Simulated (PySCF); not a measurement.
PrS: frontier orbitals

UHF at R = 2.335 Å; Pr x2c-TZVPall, S x2c-TZVPall; spin-free X2C with a Gaussian nucleus (PySCF 2.14). State: quartet, about 2.1 electrons in the 4f shell (Mulliken), real f orbitals that mix terms. Only the outer orbitals are listed, counted within each symmetry.

```
spin  orbital  occ.  ε (eV)  on Pr (%)           main shells (%)
   α      15σ     1  -21.34         15                    85 S s
   α       1φ     1  -16.71        100                  100 Pr f
   α      16σ     1  -16.40         98                   98 Pr f
   α      17σ     1   -8.89         31           67 S p, 26 Pr d
   α       8π     1   -8.67         23           76 S p, 18 Pr d
   α       8π     1   -8.67         23           76 S p, 18 Pr d
   α      18σ     1   -5.79        100  80 Pr s, 11 Pr p, 8 Pr d
   α       9π     0    0.07         99          75 Pr p, 24 Pr d
   α       9π     0    0.07         99          75 Pr p, 24 Pr d
   α      19σ     0    0.44         91   44 Pr d, 43 Pr p, 8 S p
   β      15σ     1  -21.65         15           86 S s, 10 Pr p
   β      16σ     1   -9.13         21           78 S p, 15 Pr d
   β       8π     1   -8.88         17           82 S p, 14 Pr d
   β       8π     1   -8.88         17           82 S p, 14 Pr d
   β      17σ     0   -0.20        100          84 Pr s, 12 Pr p
   β       9π     0    1.07         99          75 Pr p, 25 Pr d
   β       9π     0    1.07         99          75 Pr p, 25 Pr d
```

Problem. Which are the highest filled and the lowest empty level, where do they sit, and how wide is the gap?

Solution. Highest filled α 18σ at -5.79 eV (in %: 80 Pr s, 11 Pr p, 8 Pr d); lowest empty β 17σ at -0.20 eV (in %: 84 Pr s, 12 Pr p); the gap at UHF is 5.59 eV.

```json
{
 "bond order (Mayer)": "2.13",
 "⟨S²⟩": "3.775",
 "charge on Pr (Mulliken, basis-dependent)": "0.64",
 "charge on Pr (Löwdin, basis-dependent)": "0.09",
 "dipole moment (positive dipole means Pr(−)S(+))": "-6.55 D",
 "polarisability along the bond": "187.0 bohr³",
 "polarisability across the bond": "244.1 bohr³"
}
```

Spin–orbit coupling is left out. With d or f electrons several states lie close, and the lowest PBE0 determinant need not be the measured ground state.
